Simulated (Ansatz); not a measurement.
The cluster Cu₃Cl₄⁻, relaxed as a singlet with RKS PBE-D4/def2-SVPD in Ansatz, starting from the GFN2-xTB geometry. Force threshold 0.02 eV/Å.

The structure comes from a short search, and lower isomers may exist.

Start:

```xyz
7

Cu    0.5639   -0.6722    0.5784
Cu    1.4577    2.5724    1.4292
Cu   -1.6573   -2.3234   -1.6377
Cl    0.9497    0.6678    2.1101
Cl    1.9695    4.4633    0.7883
Cl    0.2784   -2.1023   -0.8944
Cl   -3.5619   -2.6056   -2.3739
```

Estimate the energy that the relaxation releases and the steps that it takes.

68.3 kJ/mol, in 16 steps; 2.3 min on 4 threads of Intel Xeon on a shared host. The force fell under the threshold at step 11, but the optimiser went on. No frequencies were taken in this run, so the end may be a saddle point.

Does the start keep its bonding and symmetry?

By distances, no bond broke or formed, bridged metal pairs apart. The bond that changes most is Cu1–Cl4, from 2.07 to 2.21 Å (atoms count from 1). Metal–metal contacts that move far: Cu1–Cu3 3.55 to 2.56 Å, Cu1–Cu2 3.47 to 2.56 Å. The end is the same structure that another start reached, the lowest one found.

Predict the relaxed structure.


```xyz
7

Cu    0.305   -0.367    0.285
Cu    0.977    1.923    1.218
Cu   -1.097   -1.778   -1.330
Cl   -0.347    0.470    2.218
Cl    2.274    3.386    0.359
Cl    1.045   -1.312   -1.565
Cl   -3.157   -2.322   -1.184
```
Bond lengths (bridged metal pairs left out): 6 × Cl–Cu 2.13 to 2.21 Å.
